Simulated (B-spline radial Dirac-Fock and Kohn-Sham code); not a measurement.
## The L3-M23M23 Auger spectrum of As²⁺

System: As²⁺ in the configuration [Ar] 3d10 4s2 4p1, inside a Watson sphere of charge -2 and radius 1.8 Å (a model of the Madelung potential; inside it an electron's potential energy is raised by 16.0 eV).

The run's input, task.json:

```json
{"items": [{
  "Z": 33,
  "q": 2,
  "cfg": [[1, 0, 2], [2, 0, 2], [2, 1, 6], [3, 0, 2], [3, 1, 6], [3, 2, 10], [4, 0, 2], [4, 1, 1]],
  "A": 75,
  "rrms": 4.0968,
  "watson": [-2, 1.8],
  "do": ["binding", "quiet", "double"]
}]}
```

Command: `python xray_run.py task.json out`

Method: Dirac-Fock (average of configuration) total-energy differences with a finite nucleus, the Breit interaction including its frequency dependence, and self-energy and vacuum-polarisation corrections. Computed with a radial finite-basis atomic code. The two-hole levels come from diagonalising the Coulomb interaction among the jj configurations; intensities are independent-particle Coulomb rates. Kinetic energies are from the vacuum level. The model has no electron correlation. Open outer shells are spectators and are not coupled to the holes.

```tsv
kinetic energy (eV)	J	leading jj holes (weight)	leading LS term (weight)	intensity (%)
978.9	0	M2M2 (0.74)	¹S0 (0.84)	5.7
987.7	2	M2M3 (0.91)	¹D2 (0.90)	34.0
991.7	1	M2M3 (1.00)	³P1 (1.00)	12.3
992.2	0	M3M3 (0.74)	³P0 (0.84)	8.2
996.0	2	M3M3 (0.91)	³P2 (0.90)	39.9
```

The strongest line, by its leading LS label ³P2, lies at 996.0 eV. The mean weight of the leading component is 0.86 in jj and 0.90 in LS coupling, so LS labels describe these levels better.
